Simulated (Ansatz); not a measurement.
`Cl[SiH]1C[Te]1`, relaxed with RKS PBE-D4/def2-SVP in Ansatz 0.2.0 from a rough embedded geometry. The force threshold is 0.03 eV/Å; the program also tests the step.

Total charge 0; spin multiplicity 1. Te: def2 effective core potential.

Start:

```xyz
7

Cl   -2.065    1.508   -0.048
Si   -0.483    0.314    0.721
C     0.705   -0.218   -0.565
Te   -0.511   -2.049   -0.341
H     0.105    0.540    2.039
H     0.533    0.244   -1.570
H     1.715   -0.339   -0.237
```

```json
{"step": "1", "energy (eV)": "-28762.3017", "largest force (eV/Å)": "1.991", "largest move (Å)": "0.000"}
{"step": "2", "energy (eV)": "-28762.5723", "largest force (eV/Å)": "1.016", "largest move (Å)": "0.197"}
{"step": "3", "energy (eV)": "-28762.6347", "largest force (eV/Å)": "0.410", "largest move (Å)": "0.123"}
{"step": "4", "energy (eV)": "-28762.6456", "largest force (eV/Å)": "0.230", "largest move (Å)": "0.062"}
{"step": "5", "energy (eV)": "-28762.6472", "largest force (eV/Å)": "0.153", "largest move (Å)": "0.009"}
{"step": "6", "energy (eV)": "-28762.6481", "largest force (eV/Å)": "0.016", "largest move (Å)": "0.009"}
```

End:

```xyz
7

Cl   -2.016    1.587    0.114
Si   -0.527    0.247    0.656
C     0.748   -0.173   -0.622
Te   -0.500   -2.048   -0.210
H    -0.115    0.526    2.063
H     0.604    0.175   -1.659
H     1.806   -0.315   -0.341
```

Hardware: 2 threads of an Arm Neoverse V2 on a shared host. Wall time 13 s, peak host memory 0.15 GiB.
